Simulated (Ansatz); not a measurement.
Species: CH3AlF2O, net charge 0, singlet state. 
Coordinates optimised at B3LYP-D3(BJ)/def2-TZVP (Ansatz, a quantum-chemistry and plane-wave program):
```
O
C 1 1.4123
H 2 1.0922 1 109.47
H 2 1.0922 3 108.41 1 -119.35
H 2 1.0937 3 108.60 4 -117.82
Al 1 1.6644 2 136.93 3 120.65
F 6 1.6395 1 119.68 2 180.00
F 6 1.6442 7 118.20 1 180.00
```

Quantity: atomisation energy (electronic, to ground-state atoms), in eV. Valence correlation only, unless marked. Open shells are spin-unrestricted. No spin-orbit coupling. Non-relativistic. The coupled-cluster limit lacks core correlation, which all-electron functionals hold. CBS(X,Y): correlation extrapolated as X^-3; Hartree-Fock from the larger set.

| level | program | atomisation energy (eV) |
|---|---|---|
| PBE0-D4/def2-TZVPD | Ansatz + dftd4 | 33.61 |
| BHLYP/def2-TZVPD | Ansatz | 32.46 |

Problem. Predict the CCSD(T)/CBS(aug-cc-pV(T+d)Z,aug-cc-pV(Q+d)Z) result (Ansatz).

Solution. 34.35 eV, so BHLYP/def2-TZVPD differs from it by -1.89 eV.
